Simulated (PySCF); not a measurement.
BiBr, PBE0: how much the basis matters

PySCF, UKS reference; triplet, unpaired electrons π ↑↑; De to Bi + Br without counterpoise correction.

```
     basis                           relativity  functions  Re (Å)  ωe (cm⁻¹)  De (eV)  μ (D)
  def2-SVP  scalar-relativistic core potentials         58   2.607        228     2.65  -2.98
cc-pVTZ-PP  scalar-relativistic core potentials         78   2.582        229     2.71  -2.69
def2-TZVPP  scalar-relativistic core potentials         98   2.580        228     2.76  -2.78
```

How does each smaller set differ from the one with most functions, def2-TZVPP?

def2-SVP: +2.7 pm, +0.0 % in ωe, -0.11 eV in De; cc-pVTZ-PP: +0.2 pm, +0.4 % in ωe, -0.05 eV in De. All at PBE0; the set with most functions is neither the basis-set limit nor always the best.

A positive dipole means Bi(−)Br(+). Spin–orbit coupling is left out, which matters for elements this heavy, above all for dissociation energies. The state was picked by a PBE0 search and need not be the measured ground state.
